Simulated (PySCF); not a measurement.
Ca⁺ (calcium, charge +1) across methods

[Ar] 4s1, 2S determinant. Computed with PySCF 2.14 in x2c-TZVPPall with one added diffuse shell each of s, p, d type (7s6p4d, 45 functions), with the spin-free X2C one-electron Hamiltonian (Gaussian nucleus).

```csv
method,E (hartree),mean ε 3p α (eV),mean ε 3p β (eV),mean ε 4s α (eV),Σ⟨r²⟩ (bohr²),⟨S²⟩
r2SCAN0,-680.179,-37.769,-37.663,-10.048,30.27,0.750
LDA,-678.346,-34.995,-34.868,-9.509,29.92,0.750
r2SCAN,-680.179,-35.708,-35.606,-9.452,30.26,0.750
PBE0,-680.044,-37.298,-37.157,-9.959,30.27,0.750
BHandHLYP,-680.235,-39.404,-39.298,-10.494,30.24,0.750
M06-2X,-680.238,-39.305,-39.302,-10.865,30.07,0.750
wB97M-V,-680.177,-39.760,-39.650,-11.563,30.55,0.750
PBE,-680.000,-34.968,-34.820,-9.350,30.18,0.750
UHF,-679.43138,-43.095,-42.972,-11.380,31.11,0.750
```
